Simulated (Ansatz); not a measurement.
`FC1=C[SiH2][SiH2]1`, charge 0, multiplicity 1.

Problem. Give a relaxed structure at PBE0-D4/def2-TZVP (the Gaussian-basis code of Ansatz). (Best estimate.)

Solution. Ansatz gave: 
Z-matrix (Å, degrees):
```
Si
Si 1 2.329
C 1 1.870 2 76.9
H 1 1.487 2 119.1 3 111.6
H 1 1.487 2 119.2 3 -111.6
C 2 1.890 1 72.7 3 -0.0
H 2 1.487 1 120.9 3 -108.5
H 2 1.487 1 120.9 3 108.5
H 3 1.087 1 133.8 2 -180.0
F 6 1.337 2 128.6 1 -180.0
```
Point group Cs.
This is one stationary point; other conformers may exist.
